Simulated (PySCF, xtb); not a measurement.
NiO, SMILES [Ni]=[O] (connectivity only; charge and spin as stated), neutral, multiplicity 3.

Harmonic wavenumbers (cm⁻¹) from xtb with GFN2-xTB at its own minimum, in rising order: 713.

Problem. What does PySCF 2.14.0 with PBE0-D3(BJ)/def2-TZVPD give at its own minimum? (The exact figures need the calculation; the answer reports its results.)

Solution. 886. Paired by order, the mean absolute difference is 173 cm⁻¹ and the zero-point energies are 1.0 and 1.3 kcal/mol.
